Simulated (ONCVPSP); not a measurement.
**phosphorus (P): variants of one ONCV potential**

Base potential:

* Element: P
* Generator: ONCVPSP 4.0.1
* Type: optimised norm-conserving Vanderbilt (ONCV)
* Functional: PBE
* Relativity: scalar-relativistic
* Frozen core: [He]
* Valence charge: 13
* Reference configuration: 2s2 2p6 3s2 3p3
* Partial waves: 2s+3s: rc 0.95 bohr, ncon 4, nbas 8, qcut 16 1/bohr, 2 projectors; 2p+3p: rc 0.85 bohr, ncon 3, nbas 6, qcut 17.9 1/bohr, 2 projectors; d scattering state at 0.02 Ha: rc 0.80 bohr, ncon 3, nbas 8, qcut 12.8 1/bohr, 2 projectors, debl 2 Ha
* Local potential: polynomial inside 0.70 bohr (lpopt 4, dvloc0 0 Ha)
* Core correction: none

Cutoffs, loose and tight: the cutoffs (Ha) at which the residual kinetic energy of the hardest occupied pseudo-wave falls to 1 and 0.1 mHa per electron. They do not see the model core or the augmentation charge, which bear on the density cutoff. Test errors are all-electron minus pseudo excitation energies from the reference, over the configurations 2s2 2p6 3s2 3p2; 2s2 2p6 3s2 3p1; 2s2 2p6 3s2 3p0; 2s2 2p6 3s1 3p4. A dash means not determined; rows that change the core or the reference have their own tests.

```
      change    outcome  cutoff, loose  cutoff, tight  bound ghosts  GHOST(+) flags above zero  largest test error (meV)
        base  generated         118 Ha         134 Ha          none                       none                      +9.9
p: qcut 10.6  generated              –              –          none                       none                       +16
p: qcut 12.8  generated          83 Ha         223 Ha          none                       none                       +13
  p: qcut 15  generated          96 Ha         107 Ha          none                       none                       +11
p: qcut 17.6  generated         117 Ha         133 Ha          none                       none                      +9.9
p: qcut 19.5  generated         119 Ha         136 Ha          none                       none                      +9.9
p: qcut 23.9  generated         125 Ha         141 Ha          none                       none                      +9.4
```

Q: What comes out with this change to the base: p: qcut 26.8?

A: outcome: generated; cutoff, loose: 126 Ha; cutoff, tight: 142 Ha; bound ghosts: none; GHOST(+) flags above zero: none; largest test error (meV): +9.3.

Q: What comes out with this change to the base: p: qcut 22.1?

A: outcome: generated; cutoff, loose: 124 Ha; cutoff, tight: 140 Ha; bound ghosts: none; GHOST(+) flags above zero: none; largest test error (meV): +9.5.

Reading the sweep of the qcut of the p channel (base included, trends over the rows without a ghost): The loose cutoff rises from 83 Ha at 12.8 to 126 Ha at 26.8 1/bohr. The waves are optimised to have the least kinetic energy above qcut, so the cutoff follows it (qcut²/2 in Ha). The median size of the test errors (rows with all tests solved) falls from 2.7 meV at 10.6 to 1.6 meV at 26.8 1/bohr.
